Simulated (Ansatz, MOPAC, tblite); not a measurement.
Bond stretch in BN, triplet.

Levels of theory: AM1, unrestricted, heats of formation (MOPAC); GFN2-xTB, 300 K electronic temperature (tblite); PM6, unrestricted, heats of formation (MOPAC); FCI = full CI/cc-pVDZ, frozen core (Ansatz, a program for electronic structure).

Energies relative to the lowest point of each curve near equilibrium, in kJ/mol; the last columns give the difference from FCI:

```
R / Å    AM1  GFN2-xTB    PM6    FCI  AM1 − FCI  GFN2-xTB − FCI  PM6 − FCI
-----  -----  --------  -----  -----  ---------  --------------  ---------
1.11   117.8     145.6  150.1  229.7     -111.9           -84.1      -79.6
1.21    15.3      15.1   34.0   61.8      -46.5           -46.8      -27.9
1.22    10.8      10.1   27.4   52.1      -41.3           -42.0      -24.7
1.27     0.0       0.0    5.7   17.5      -17.5           -17.5      -11.9
1.32     4.8       8.9    0.0    2.0        2.7             6.8       -2.0
1.34     9.9      16.3    1.5    0.0        9.9            16.3        1.5
1.40    33.0      47.7   16.2    4.9       28.2            42.8       11.3
1.45    58.2      81.0   37.5   18.6       39.6            62.4       18.9
1.52       —     133.5   76.0   46.7          —            86.8       29.3
1.60       —     197.2  126.1   86.2          —           111.0       39.9
```

AM1 is furthest from FCI at 1.11 (-111.9 kJ/mol, below); its mean absolute difference over the points is 37.2 kJ/mol.

GFN2-xTB is furthest from FCI at 1.60 (111.0 kJ/mol, above); its mean absolute difference over the points is 51.7 kJ/mol.

PM6 is furthest from FCI at 1.11 (-79.6 kJ/mol, below); its mean absolute difference over the points is 24.7 kJ/mol.

Dashes: no converged value, or the column stops at the first point that the program doubted or that broke a chosen test of continuity, which isn't proof of a fault.

The scan ran from 1.06 to 5.26 Å; beyond the distances shown full CI changes its symmetry label.
